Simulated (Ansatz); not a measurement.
Basis sets compared for SnCl₄O₂H₄ (relaxed from a model of trans-Sn(H2O)2Cl4, whose bonding it doesn't keep). Charge 0, multiplicity 1. Geometry r2SCAN-D4/def2-SVP. Ansatz on 4 threads of Arm Neoverse V2 on a shared host; times are rough, and most runs start from earlier orbitals.

Cartesian coordinates in Å:
```
Cl 1.616 1.739 0.262
Cl -1.620 -1.753 -0.332
Cl 1.540 -1.581 0.911
Cl -1.590 1.593 -0.861
O 0.786 -0.660 -2.040
O -0.794 0.660 2.036
Sn -0.012 -0.001 -0.005
H 0.118 -1.319 -2.311
H 1.575 -1.184 -1.803
H -1.529 1.252 1.785
H -0.090 1.254 2.357
```

In the def2 sets Sn takes a core potential, while STO-3G treats all electrons; there is no spin–orbit coupling. Another isomer (singlet) lies 0.29 eV lower at PBE0-D4/def2-TZVP; other spin states weren't run for this one.

STO-3G and 6-31G are all-electron sets without relativity, so their totals don't compare with the def2 sets.

Binding counts from free atoms (Cl doublet, O triplet, Sn triplet, H doublet) in the same basis, without a counterpoise term.

| level | functions | energy (Eh) | HOMO (eV) | LUMO (eV) | binding per atom (eV) | wall time |
| --- | --- | --- | --- | --- | --- | --- |
| HF/STO-3G | 77 | -7931.9193 | -9.32 | 5.45 | 2.65 | 0.55 s |
| PBE-D4/def2-SVP | 146 | -2206.5350 | -6.48 | -3.45 | 3.16 | 1.6 s |
| PBE0-D4/def2-SVP | 146 | -2206.6991 | -8.00 | -2.72 | 3.07 | 2.7 s |

Task: Estimate the rows for HF/def2-TZVP, PBE-D4/def2-TZVP (with forces), PBE0-D4/def2-TZVP.

Result: 
```csv
level,functions,energy (Eh),HOMO (eV),LUMO (eV),binding per atom (eV),wall time
HF/def2-TZVP,284,-2203.7050,-11.53,0.81,2.05,6 s
PBE-D4/def2-TZVP (with forces),284,-2207.3739,-6.82,-3.74,3.15,4.4 s
PBE0-D4/def2-TZVP,284,-2207.5265,-8.24,-2.94,3.06,8 s
```
